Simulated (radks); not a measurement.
The table gives one normalised radial function P(r) = r R(r) of Eu54+ in [He] 2s2 2p5 (r in bohr). All-electron calculation, scalar-relativistic Kohn-Sham, exchange-only LDA, spin-polarised, spherical densities, point nucleus; open shells are filled with parallel spins first (spin-orbit coupling, left out, can overturn this in heavy ions). Program: a radial shooting solver on a logarithmic mesh with Libxc functionals.

| r | P |
|---|---|
| 0.0007966 | 1.0703 |
| 0.001063 | 1.3593 |
| 0.001406 | 1.7058 |
| 0.001875 | 2.1389 |
| 0.002481 | 2.6402 |
| 0.003309 | 3.2368 |
| 0.004413 | 3.9000 |
| 0.005839 | 4.5728 |
| 0.007788 | 5.2260 |
| 0.01039 | 5.7347 |
| 0.01374 | 5.9604 |
| 0.01833 | 5.7794 |
| 0.02426 | 5.1220 |
| 0.03235 | 3.9969 |
| 0.04315 | 2.6406 |
| 0.05709 | 1.4281 |
| 0.07614 | 0.5687 |
| 0.1016 | 0.1537 |
| 0.1344 | 0.0263 |
| 0.1792 | 0.0022 |
| 0.2371 | 0.0001 |
| 0.3163 | 0.0000 |

Which n and l does it have? It may be an empty orbital.

Answer. n = 1, l = 0: the number of nodes gives n - l - 1 = 0, the rise at small r (about r^(l+1), flatter next to the nucleus through relativity) gives l, and the extent must fit the shell. The curve is that of 1s up; the table hardly tells the two spins apart. 1s up: eigenvalue -52813 eV, 0 radial nodes, <r> = 0.0223 bohr, 90 % of the charge inside 0.0403 bohr.
